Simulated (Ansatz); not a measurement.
The same path of Cl₃GeH (5 atoms, charge 0, multiplicity 1) was run twice with different band settings. Lost on the way: Ge1–H2, Ge1–Cl3. Made: H2–Cl3.

All numbers below come from RHF/def2-SVP in Ansatz 0.2.0.

Relaxed end points:

```xyz
5
Properties=species:S:1:pos:R:3
Ge 0.177 0.000 0.285
H -0.067 0.000 1.777
Cl 2.273 0.000 -0.129
Cl -0.691 1.734 -0.612
Cl -0.691 -1.734 -0.612
```

```xyz
5
Properties=species:S:1:pos:R:3
Ge -1.221 0.000 0.051
H 1.976 0.000 2.294
Cl 2.153 0.000 1.033
Cl -0.954 1.681 -1.336
Cl -0.954 -1.681 -1.336
```

Common settings: movable images 7; climbing image yes; spring 5.0 eV/Å²; optimiser quadratic models (default); start path through a guess of the saddle point; iteration limit 60; end points relaxed.

| run | force threshold |
| --- | --- |
| 1 | 0.03 eV/Å |
| 2 | 0.2 eV/Å |

Task: What does each run give, and how far can it be trusted?

Result: Run 1: converged after 11 iterations, highest image 3.119 eV above the first end. Neighbouring images differ by up to 1.4 eV, so the band resolves the path poorly. A vibrational analysis at the climbing image gives one clearly imaginary mode, 1559i cm⁻¹: a first-order saddle point.
Run 2: converged after 10 iterations, highest image 3.119 eV above the first end. The threshold of 0.2 eV/Å is loose, so the images may lie well off the minimum-energy path. Neighbouring images differ by up to 1.4 eV, so the band resolves the path poorly. Another band between the same ends (7 images) ends at a top of the same energy, where a vibrational analysis finds 1 clearly imaginary mode.
The orbitals stay closed-shell, which can raise the energy where a bond breaks towards radicals; this wasn't checked here.
